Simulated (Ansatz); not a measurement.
One change: `[SiH3]S[SiH2]S` becomes `[SiH3]S[SiH2]S[SiH3]`.

Ansatz, PBE0-D4/def2-TZVP geometries, multiplicity 1. Each molecule was computed in one conformer, which needn't be the lowest.

| property | `[SiH3]S[SiH2]S` |
| --- | --- |
| size of the dipole moment (PBE/def2-TZVPP) / D | 1.19 |
| size of the dipole moment (B3LYP/def2-TZVPP) / D | 1.23 |
| LUMO energy (ωB97M-V/def2-TZVPP) / eV | 1.62 |
| HOMO energy (ωB97M-V/def2-TZVPP) / eV | -9.65 |
| HOMO energy (PBE/def2-TZVPP) / eV | -6.34 |
| LUMO energy (B3LYP/def2-TZVPP) / eV | -0.34 |

Q: What does the change do to each property? (An estimate is asked.)

A: Computed: 
```
                                        property  `[SiH3]S[SiH2]S[SiH3]`  shift
  size of the dipole moment (PBE/def2-TZVPP) / D                    0.32  -0.87
size of the dipole moment (B3LYP/def2-TZVPP) / D                    0.33  -0.90
           LUMO energy (ωB97M-V/def2-TZVPP) / eV                    1.43  -0.19
           HOMO energy (ωB97M-V/def2-TZVPP) / eV                   -9.67  -0.02
               HOMO energy (PBE/def2-TZVPP) / eV                   -6.39  -0.05
             LUMO energy (B3LYP/def2-TZVPP) / eV                   -0.47  -0.13
```

Dipoles are sizes alone; their direction can turn.

B3LYP here is the variant with VWN-RPA as its local correlation; programs differ in this.
